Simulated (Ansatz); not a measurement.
The geometry has C6h symmetry (within 0.05 Å) and had no frequency check at the DFT level, so a distortion to lower symmetry isn't ruled out.

Species: cyclo[12]carbon `C1#CC#CC#CC#CC#CC#C1` (charge 0, multiplicity 1).

### Question
Give a relaxed geometry from CAM-B3LYP-D3(BJ)/def2-SVP (Ansatz, an electronic-structure program).

### Answer
the end point of this relaxation (outside a Z-matrix the atoms follow the SMILES, hydrogens last).
Bonded distances (Å): C1–C2 1.237, C1–C12 1.368, C2–C3 1.368, C3–C4 1.237, C4–C5 1.368, C5–C6 1.237, C6–C7 1.368, C7–C8 1.237, C8–C9 1.368, C9–C10 1.237, C10–C11 1.368, C11–C12 1.237. Angles (°): C2–C1–C12 165.9, C1–C2–C3 134.1, C2–C3–C4 165.9, C3–C4–C5 134.1, C4–C5–C6 165.9, C5–C6–C7 134.1, C6–C7–C8 165.9, C7–C8–C9 134.1, C8–C9–C10 165.9, C9–C10–C11 134.1, C10–C11–C12 165.9, C1–C12–C11 134.1.
